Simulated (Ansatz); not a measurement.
Total energies of Cs₄⁺ (the lowest doublet isomer of a short search) from Ansatz at PBE/def2-TZVP, gas phase (1 Eh = 27.2114 eV = 2625.5 kJ/mol). The reference geometry is relaxed at PBE/def2-TZVP.

Cartesian coordinates in Å:
```
Cs -1.4803 -4.5007 0.9372
Cs -0.1535 0.5523 2.4061
Cs 0.1637 -0.5549 -2.4003
Cs 1.4700 4.5033 -0.9430
```

| state | geometry | energy (Eh) |
| --- | --- | --- |
| charge 1 doublet | reference | -80.51674 |
| charge 0 singlet | reference | -80.63233 |
| charge 1 quartet | relaxed at PBE/def2-TZVP | -80.49385 |

In the def2 sets Cs takes a core potential; there is no spin–orbit coupling.

Question: Work out the vertical electron affinity, to the singlet.

Answer: E(charge 1 doublet) − E(charge 0 singlet) = -80.51674 − (-80.63233) = 0.11559 Eh = 3.15 eV.

Question: Which of the charge 1 states is lowest, and how far above it are the others?

Answer: The doublet. quartet: -80.49385 − (-80.51674) = 0.02289 Eh = 60.1 kJ/mol. The quartet differs in its bonds from the reference.

A triplet lies near this restricted singlet, and broken spin symmetry wasn't tried. 

The structure comes from a short search, and lower isomers may exist.
